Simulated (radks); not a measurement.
Spherical quantum dot in the effective-mass picture: electrons in a parabolic well V = omega^2 r^2 / 2 with omega = 0.287, with a point charge +2 (a donor) at the centre, all in effective atomic units (hartree* = m*/eps^2 hartree, bohr* = eps/m* bohr), one dielectric constant everywhere. Calculated with a radial shooting solver with Libxc functionals: non-relativistic Kohn-Sham, LDA (Slater exchange, Perdew-Wang correlation), spin-polarised, spherical densities. Levels are named by radial order and angular momentum (1s, 1p, 1d, 2s, ...), and open shells are averaged over m.

N = 14, configuration 1s2 1p6 1d(up 4, down 0) 2s2. This is the lowest configuration that the search found. Occupied and some empty levels:

level    occupation  eigenvalue (hartree*)  <r> (bohr*)
1s up             1                 2.6913        1.018
1s down           1                 2.6923        1.006
2s up             1                 3.2096        3.948
2s down           1                 3.2415        3.931
1p up             3                 3.2458        3.937
1p down           3                 3.2772        3.899
1d up             4                 3.3928        4.519
1d down           0                 3.4267        4.528
1f up             0                 3.5537        4.927
1f down           0                 3.5869        4.955
2p up             0                 3.5961        4.144
2p down           0                 3.6165        4.165
1g up             0                 3.7302        5.271
1g down           0                 3.7614        5.309

Energy (hartree*): total 21.9395, kinetic 5.5057, external -4.0244, Hartree 24.170, exchange-correlation -3.7119.

Electron density:

r (bohr*)  n(r) (e/bohr*^3)
0.361                0.9180
0.764                0.2244
1.17                0.06675
1.57                0.02902
1.97                0.02134
2.38                0.02136
2.78                0.02265
3.18                0.02313
3.58                0.02215
3.98                0.01965
4.39                0.01604
4.79                0.01195
5.19               0.008056
5.60               0.004888
6.00               0.002662
6.40               0.001293
6.80              0.0005625
7.21              0.0002178
7.61             0.00007548
8.01             0.00002351
